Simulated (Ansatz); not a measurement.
Isolated molecules relaxed with PBE0-D4/def2-TZVP in Ansatz; ΔE leaves out vibrations. CBS: MP2 limit from def2 TZ/QZ plus the TZ coupled-cluster correction, frozen cores. This one scheme is used for every species. For Ga outer-core shells are correlated without core-valence functions, which leaves a few kJ/mol of doubt a bond. Scalar relativity is left out up to krypton. Each species was taken in one conformer, which may not be the lowest.

Reaction (ligand exchange at a Ga–C bond): `[CH3][GaH][Cl]` + `BS` → `B[S][GaH][Cl]` + CH₄

| species | HF/def2-QZVPP energy (Eh) |
| --- | --- |
| `[CH3][GaH][Cl]` | -2423.08833 |
| `BS` | -424.00863 |
| `B[S][GaH][Cl]` | -2806.91597 |
| CH₄ | -40.21664 |

Work out ΔE.

ΔE = (-2806.91597) + (-40.21664) − (-2423.08833) − (-424.00863) = -0.03565 Eh = -93.6 kJ/mol. CCSD(T)/CBS gives -90.4 kJ/mol.

Largest T1 diagnostic among the species: 0.015.

From BLYP to BHLYP (50 % exact exchange), in def2-TZVPP and without D4, ΔE moves by −4.9 kJ/mol. Leaving LDA and LC-ωPBE aside and taking each functional with its dispersion term where it has one, the values, not all of them listed here, spread over 8.5 kJ/mol, from BHLYP-D4 to CAM-B3LYP-D4.
